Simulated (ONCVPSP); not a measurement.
**osmium (Os) ONCV: all-electron and pseudo phase curves**

| Item | Value |
| --- | --- |
| Element | osmium |
| Generator | ONCVPSP 4.0.1 |
| Type | optimised norm-conserving Vanderbilt (ONCV) |
| Functional | PBE |
| Relativity | scalar-relativistic |
| Frozen core | [Xe] 4f14 |
| Valence charge | 8 |
| Reference configuration | 5d6 6s1.5 (charge +0.5) |
| Partial waves | 6s: rc 2.10 bohr, ncon 3, nbas 7, qcut 2.7 1/bohr, 1 projector; p scattering state at 0.1 Ha: rc 2.30 bohr, ncon 3, nbas 7, qcut 3.7 1/bohr, 2 projectors, debl 1.5 Ha; 5d: rc 2.20 bohr, ncon 4, nbas 8, qcut 8 1/bohr, 1 projector |
| Local potential | polynomial inside 2.05 bohr (lpopt 5, dvloc0 4 Ha) |
| Core correction | none |

In the p channel the program set the typed energies aside and used 0.050, 1.550 Ha.

The phase is arctan(r·R′/R) of the radial function R(r), unwrapped; energies in Ha, scanned from -2 to 5 Ha. A pole is an energy at which the radial function vanishes at the test radius. The pseudo phase is shifted by a multiple of π to meet the all-electron one at the reference energy, and phase errors are pseudo minus all-electron; the curves can meet again beyond the range given. Levels narrower than the energy grid can be missing from the lists of poles.

Problem. For each channel, where are the poles, and over which energies does the pseudopotential scatter like the atom?

Solution.

```
channel  radius (bohr)  reference energy (Ha)  poles, all-electron  poles, pseudo  unbroken range about the reference energy with phases within 0.05 rad  phase error 1 Ha above the reference energy (rad)
      s           2.13                  -0.35                 2.30     1.21, 3.36                                                              below 0.6                                             -0.055
      p           2.33                   0.05          -1.94, 2.55    -0.90, 2.58                                                            -0.6 to 4.1                                             +0.001
      d           2.23                  -0.37           0.11, 4.81           0.13                                                              below 0.9                                             +0.025
```

Note: ghosts flagged at negative energy: p at -25.3 eV; no localised positive-energy state flagged. A true bound ghost makes a file unfit for plane-wave use.

Phases in the d channel:

| E (Ha) | all-electron | pseudo |
| --- | --- | --- |
| -1.98 | 1.233 | 1.237 |
| -1.80 | 1.202 | 1.206 |
| -1.62 | 1.159 | 1.165 |
| -1.44 | 1.101 | 1.107 |
| -1.26 | 1.012 | 1.021 |
| -1.08 | 0.864 | 0.876 |
| -0.90 | 0.574 | 0.591 |
| -0.72 | -0.027 | -0.010 |
| -0.54 | -0.770 | -0.767 |
| -0.36 | -1.188 | -1.188 |
| -0.18 | -1.395 | -1.393 |
| 0.00 | -1.515 | -1.511 |
| 0.18 | -1.600 | -1.591 |
| 0.36 | -1.667 | -1.654 |
| 0.54 | -1.729 | -1.708 |
| 0.72 | -1.792 | -1.761 |
| 0.90 | -1.863 | -1.816 |
| 1.08 | -1.953 | -1.879 |
| 1.26 | -2.078 | -1.956 |
| 1.44 | -2.270 | -2.058 |
| 1.62 | -2.591 | -2.205 |
| 1.80 | -3.090 | -2.429 |
| 1.98 | -3.617 | -2.774 |
| 2.16 | -3.975 | -3.233 |
| 2.34 | -4.186 | -3.663 |
| 2.52 | -4.316 | -3.961 |
| 2.70 | -4.403 | -4.150 |
| 2.88 | -4.465 | -4.274 |
| 3.06 | -4.511 | -4.359 |
| 3.24 | -4.548 | -4.422 |
| 3.42 | -4.578 | -4.469 |
| 3.60 | -4.603 | -4.507 |
| 3.78 | -4.624 | -4.537 |
| 3.96 | -4.643 | -4.562 |
| 4.14 | -4.660 | -4.584 |
| 4.32 | -4.675 | -4.602 |
| 4.50 | -4.689 | -4.619 |
| 4.68 | -4.703 | -4.633 |
| 4.86 | -4.716 | -4.646 |
